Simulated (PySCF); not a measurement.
A structure optimised at PBE0-D3(BJ)/def2-SVPD, used in a PySCF frequency run:

```xyz
4

Sb     0.0000     0.0000    -0.3613
Cl     0.0000     0.0000     2.0751
Cl     0.0000    -2.6156    -0.4957
Cl     0.0000     2.6156    -0.4957
```
Charge -1, spin multiplicity 2.

Write its SMILES, formula and point group.

[Cl][Sb-]([Cl])[Cl], Cl₃Sb, C2v

What are its rotational constants (standard atomic weights)?

2.7197, 1.0419, 0.75333 GHz
